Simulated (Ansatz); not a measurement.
Level of theory: frozen-core CCSD(T)/cc-pVTZ // B3LYP-D3(BJ)/def2-TZVP in Ansatz (a program for electronic structure). The geometry is that of the parent before the electron was removed.

Ansatz 0.2 input:
```yaml
crystal:
  periodic: [false, false, false]
  atoms:
    - { symbol: C, position_ang: [-1.567, -0.568736, -0.024212] }
    - { symbol: Si, position_ang: [-0.424465, 0.709372, -0.051981] }
    - { symbol: Si, position_ang: [1.793211, 0.090231, 0.057189] }
    - { symbol: O, position_ang: [2.970635, 1.059055, 0.046383] }
    - { symbol: H, position_ang: [-1.248866, -1.602302, 0.041246] }
    - { symbol: H, position_ang: [-2.639602, -0.424875, -0.06898] }
    - { symbol: H, position_ang: [-0.822569, 2.125514, -0.140213] }
    - { symbol: H, position_ang: [1.938655, -1.38826, 0.140569] }
basis:
  gaussian: { orbitals: cc-pVTZ }
correlation:
  method: ccsd_t
total_charge: 1
magnetization:
  spin_polarized: true
  initial_magnetization: 1
```

Output:

```
Functional definition: HF
1071 factors; integrals over basis functions are off by at most 1.4e-3 eV
mean field evaluation 1: about -18837.6173 eV, gradient 4.9e1 eV
mean field evaluation 2: about -18837.6307 eV, gradient 4.9e1 eV
mean field evaluation 4: about -18847.2590 eV, gradient 6.9e0 eV
mean field evaluation 8: about -18847.5671 eV, gradient 1.9e-1 eV
mean field evaluation 16: about -18847.5987 eV, gradient 5.6e-1 eV
mean field evaluation 32: about -18846.4743 eV, gradient 7.7e0 eV
mean field evaluation 64: about -18847.5445 eV, gradient 1.8e-1 eV
mean field evaluation 96: about -18847.5703 eV, gradient 1.3e0 eV
mean field evaluation 128: about -18847.6372 eV, gradient 1.7e0 eV
mean field evaluation 160: about -18846.6955 eV, gradient 8.3e0 eV
mean field evaluation 192: about -18846.5678 eV, gradient 2.0e-1 eV
mean field evaluation 224: about -18847.5543 eV, gradient 7.6e-1 eV
mean field evaluation 256: about -18846.9939 eV, gradient 3.9e-4 eV
mean field evaluation 288: about -18847.4861 eV, gradient 1.3e0 eV
mean field evaluation 320: about -18847.5401 eV, gradient 8.5e-4 eV
mean field evaluation 352: about -18843.7329 eV, gradient 8.1e0 eV
mean field evaluation 384: about -18845.9502 eV, gradient 1.4e1 eV
mean field evaluation 416: about -18846.5689 eV, gradient 2.4e-3 eV
mean field evaluation 448: about -18842.0579 eV, gradient 7.1e-1 eV
mean field evaluation 480: about -18842.6798 eV, gradient 7.7e-1 eV
mean field evaluation 512: about -18842.4713 eV, gradient 2.3e-1 eV
mean field evaluation 544: about -18844.6985 eV, gradient 6.1e0 eV
mean field evaluation 576: about -18841.8645 eV, gradient 3.3e-1 eV
mean field evaluation 608: about -18841.0756 eV, gradient 1.6e1 eV
mean field evaluation 640: about -18842.6761 eV, gradient 2.7e0 eV
mean field evaluation 672: about -18847.5401 eV, gradient 6.0e-4 eV
mean field evaluation 704: about -18845.7135 eV, gradient 1.3e0 eV
mean field evaluation 736: about -18846.9938 eV, gradient 3.2e-2 eV
mean field evaluation 768: about -18844.8299 eV, gradient 1.2e-2 eV
mean field evaluation 800: about -18844.6320 eV, gradient 1.8e0 eV
mean field evaluation 832: about -18843.7846 eV, gradient 6.7e0 eV
mean field evaluation 864: about -18847.5636 eV, gradient 1.0e0 eV
mean field evaluation 896: about -18846.5492 eV, gradient 1.4e-1 eV
mean field -18847.72487215 eV, -692.6411136049 hartree, gradient 2.5e-6 eV, S^2 1.301003; 22 other end points of the search recorded, 0 dependent functions left out
determinant -18847.72487215 eV, -692.6411136049 hartree, with singles and doubles -18864.45481379 eV, -693.2559276200 hartree
determinant -18847.60892935 eV, -692.6368527854 hartree, with singles and doubles -18864.51850389 eV, -693.2582681882 hartree
determinant -18847.59127680 eV, -692.6362040661 hartree, with singles and doubles -18863.82082705 eV, -693.2326290372 hartree
determinant -18847.56390186 eV, -692.6351980557 hartree, with singles and doubles -18864.61540461 eV, -693.2618292238 hartree
determinant -18847.54006934 eV, -692.6343222268 hartree, with singles and doubles -18863.78260793 eV, -693.2312245103 hartree
determinant -18846.99392506 eV, -692.6142517948 hartree, with singles and doubles -18862.88426978 eV, -693.1982111924 hartree
determinant -18846.77142822 eV, -692.6060751867 hartree, with singles and doubles -18862.37008647 eV, -693.1793153042 hartree
determinant -18845.62799171 eV, -692.5640546699 hartree, with singles and doubles -18861.87251986 eV, -693.1610300685 hartree
determinant -18845.58010645 eV, -692.5622949191 hartree, with singles and doubles -18861.84363746 eV, -693.1599686598 hartree
determinant -18845.34410872 eV, -692.5536221623 hartree, with singles and doubles -18862.71369105 eV, -693.1919425396 hartree
determinant -18844.82993742 eV, -692.5347267158 hartree, with singles and doubles -18860.49196555 eV, -693.1102956332 hartree
determinant -18844.63232266 eV, -692.5274645073 hartree, with singles and doubles -18861.45381580 eV, -693.1456429781 hartree
determinant -18847.72487215 eV, -692.6411136049 hartree, with singles and doubles -18864.39755419 eV, -693.2538233684 hartree
determinant -18847.60892935 eV, -692.6368527854 hartree, with singles and doubles -18864.40249709 eV, -693.2540050168 hartree
determinant -18847.56390186 eV, -692.6351980557 hartree, with singles and doubles -18864.43029661 eV, -693.2550266302 hartree
12 core orbitals not correlated
reference -18847.56390186 eV, -692.6351980557 hartree; 11, 10 occupied and 161, 162 virtual orbitals, 1071 factors
second order -15.92084659 eV of doubles, -0.00000000 eV of singles
cycle   1  -16.86639643 eV  change   -1.7e-6 eV  update   2.1e-6
perturbative correction -0.77664705 eV, -0.0285412528 hartree
Total energy: -18865.20694534 eV, -693.2835679449 hartree
```

Cost: very roughly 16 core-minutes.
